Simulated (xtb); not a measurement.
C3H7O (SMILES [CH2-]COC), charge -1, singlet, geometry from GFN2-xTB. Base run: GFN2-xTB (xtb).

xtb was given this input:
```
$ xtb mol.xyz --gfn 2 --chrg -1 --json

# file mol.xyz
11

O     -0.02364204    -0.72791359    -0.02410158
C     -0.11695116     0.72309764     0.02353500
C      1.27997189    -1.17584587    -0.05346219
C     -1.53793975     1.16403974    -0.03994654
H      0.53282928     1.00119920     0.93898760
H      0.44859738     1.10785920    -0.85183032
H      1.26753791    -2.27032695    -0.05197351
H      1.82097837    -0.82845799    -0.95497355
H      1.85749247    -0.82621646     0.82524896
H     -1.97405394     1.11319354     0.99190016
H     -1.51473106     2.25830906    -0.28530416
```

Each row names what was changed in the base input (with any setting that the change needs).

| change | ΔE vs base (kJ/mol) | HOMO-LUMO gap (eV) | SCF cycles |
|---|---|---|---|
| base | 0.00 | 6.83 | 10 |
| etemp = 3000 | 0.00 | 6.83 | 10 |
| etemp = 1000 | 0.00 | 6.83 | 10 |
| acc = 1000 | 0.01 | 6.81 | 5 |
| acc = 30 | 0.00 | 6.83 | 7 |
